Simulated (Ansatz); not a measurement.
Basis-set extrapolation for CH$_{7}$NSSi$_{2}$ (`[SiH3][SiH]1NCS1`) (PBE0-D4/def2-TZVP geometry, frozen core, the Gaussian-basis code of Ansatz). Multiplicity 1, RHF reference.

```
                       def2-TZVPP    def2-QZVPP
                 HF  -1071.879395  -1071.913057
    MP2 correlation     -0.793393     -0.853338
CCSD(T) correlation     -0.891987       not run
```

Energies in hartree. Use E(X) = E(∞) + A·exp(−7.88·√X) for Hartree–Fock and E(X) = E(∞) + B·X^(−2.97) for correlation, with X = 3 and 4, and add CCSD(T) minus MP2 of the smaller set to the MP2 limit.

Problem. What is the CCSD(T) energy at the basis-set limit?

Solution. HF limit: -1071.913057 + (-0.033662) × 0.13774 = -1071.91769. MP2 limit: -0.853338 + (-0.059945) × 0.74074 = -0.89774. Higher-order term: -0.891987 − (-0.793393) = -0.09859. Total: -1072.91402 hartree, 374.5 kJ/mol below CCSD(T)/def2-TZVPP.
